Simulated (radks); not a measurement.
Tb II, 64 electrons, occupied as [Xe] 4f9 6s1 (the NIST ground configuration).

All-electron calculation, non-relativistic Kohn-Sham, Tao-Mo meta-GGA, spin-polarised, spherical densities, point nucleus; open shells are filled with parallel spins first (spin-orbit coupling, left out, can overturn this in heavy ions); meta-GGA in the generalised Kohn-Sham scheme; relativity is left out, which matters for an element this heavy. Program: a radial shooting solver on a logarithmic mesh with Libxc functionals.

Energy parts (eV):
| part | energy |
|---|---|
| total | -305538.56 |
| kinetic | 305451.14 |
| electron-nucleus | -725348.02 |
| Hartree | 121012.93 |
| exchange-correlation | -6654.61 |

Orbitals (lengths in bohr, moments of r in powers of bohr; r(max) is where P^2 peaks; r(90%) holds 90 % of the orbital's charge):
| orbital | occ. | eigenvalue (eV) | r(max) | <r^2> | r(90%) |
|---|---|---|---|---|---|
| 1s up | 1 | -48660.89 | 0.01547 | 0.0007272 | 0.0415 |
| 1s down | 1 | -48660.88 | 0.01547 | 0.0007272 | 0.0415 |
| 2s up | 1 | -7773.693 | 0.08467 | 0.01155 | 0.152 |
| 2s down | 1 | -7773.640 | 0.08467 | 0.01155 | 0.152 |
| 2p up | 3 | -7397.107 | 0.06594 | 0.008592 | 0.136 |
| 2p down | 3 | -7397.070 | 0.06594 | 0.008591 | 0.136 |
| 3s up | 1 | -1720.391 | 0.2354 | 0.07446 | 0.373 |
| 3s down | 1 | -1718.346 | 0.2353 | 0.07433 | 0.373 |
| 3p up | 3 | -1552.785 | 0.2229 | 0.06970 | 0.366 |
| 3p down | 3 | -1550.867 | 0.2228 | 0.06957 | 0.366 |
| 3d up | 5 | -1242.969 | 0.1778 | 0.05556 | 0.338 |
| 3d down | 5 | -1241.482 | 0.1778 | 0.05543 | 0.338 |
| 4s up | 1 | -339.7171 | 0.5369 | 0.3752 | 0.827 |
| 4s down | 1 | -335.6344 | 0.5369 | 0.3752 | 0.827 |
| 4p up | 3 | -273.8300 | 0.5421 | 0.3962 | 0.858 |
| 4p down | 3 | -269.6354 | 0.5420 | 0.3963 | 0.858 |
| 4d up | 5 | -156.8231 | 0.5482 | 0.4525 | 0.938 |
| 4d down | 5 | -152.4301 | 0.5481 | 0.4538 | 0.939 |
| 5s up | 1 | -48.1912 | 1.265 | 2.266 | 2.05 |
| 5s down | 1 | -46.3175 | 1.280 | 2.337 | 2.08 |
| 5p up | 3 | -30.8505 | 1.385 | 2.921 | 2.35 |
| 5p down | 3 | -29.3834 | 1.403 | 3.011 | 2.39 |
| 4f up | 7 | -14.2012 | 0.5445 | 0.9338 | 1.44 |
| 4f down | 2 | -10.0708 | 0.5463 | 1.050 | 1.54 |
| 6s up | 1 | -8.5186 | 3.543 | 17.82 | 5.74 |
| 6s down | 0 | -6.7604 | 3.527 | 18.24 | 5.86 |

The highest occupied level is 6s up at -8.519 eV. Virial ratio -V/T = 2.00029. Spin moment in Bohr magnetons: 6. For comparison, the ionisation energy in NIST's Atomic Spectra Database is 11.51 eV (semi-empirical). In exact Kohn-Sham theory the highest level is minus the ionisation energy, but local and semilocal functionals leave it too shallow, through self-interaction and a potential that decays too fast; potentials with the right tail come closer. The electron density at the nucleus is 1.957e+05 e/bohr^3. The spin density at the nucleus is 7.892 e/bohr^3 (1s 0.031, 2s -0.201, 3s -4.616, 4s 1.365, 5s 4.115, 6s 7.199).
